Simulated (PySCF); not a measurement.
# Two-component Hartree-Fock for Ho⁴⁸⁺ (holmium, charge +48)

Start: [Ar] 3d1; 3d3/2 filled at m_j = +3/2. Calculated with PySCF 2.14 in an even-tempered Gaussian basis (15 s from 12 bohr⁻², ratio 2.8; 12 p from 16 bohr⁻², ratio 2.8; 8 d from 16 bohr⁻², ratio 2.8; 3 f from 48 bohr⁻², ratio 3): generalised Hartree-Fock with the X2C-1e Hamiltonian and a Gaussian nucleus; one run each with spin-orbit coupling (SO) switched off, then screened by Boettger's factors.

| spinor shell | electrons | ε, spin-free (eV) | ε, screened SO (eV) | weight of nominal j (screened SO) | rms radius, screened SO (bohr) |
| --- | --- | --- | --- | --- | --- |
| 1s1/2 | 2 | -59009.7 | -58996.9 | 1.000 | 0.0236 |
| 2s1/2 | 2 | -12492.7 | -12488.2 | 1.000 | 0.0943 |
| 2p1/2 | 2 | -11423.1 | -12041.3 | 1.000 | 0.0805 |
| 2p3/2 | 4 | -11423.1 | -11160.5 | 1.000 | 0.0868 |
| 3s1/2 | 2 | -4757.9 | -4756.5 | 1.000 | 0.232 |
| 3p1/2 | 2 | -4420.8 | -4577.9 | 1.000 | 0.221 |
| 3p3/2 | 4 | -4420.8 | -4353.0 | 1.000 | 0.233 |
| 3d3/2 | 1 | -4106.1 | -4135.0 | 1.000 | 0.199 |

```json
{"quantity": "E (hartree)", "spin-free": "-10501.42104", "screened SO": "-10512.13374"}
{"quantity": "M_J", "spin-free": "3/2", "screened SO": "3/2"}
{"quantity": "⟨J²⟩", "spin-free": "3.954", "screened SO": "3.750"}
{"quantity": "⟨L²⟩", "spin-free": "6.001", "screened SO": "6.037"}
{"quantity": "⟨S²⟩", "spin-free": "0.750", "screened SO": "0.786"}
```

Each row is a mean over spinors that exchange with the open shell spreads, by up to 22.454 eV (3p1/2).

Breit and QED terms are absent; they matter most for the inner s and p1/2 levels.

Densities and radii are taken from the X2C orbitals without a picture-change correction, which distorts them close to the nucleus.

Without spin-orbit coupling the j labels of p, d and f shells carry no meaning; the spin-free column gives the mean over the occupied spinors of each nl shell, and its ⟨J²⟩ belongs to a mixture of degenerate components.
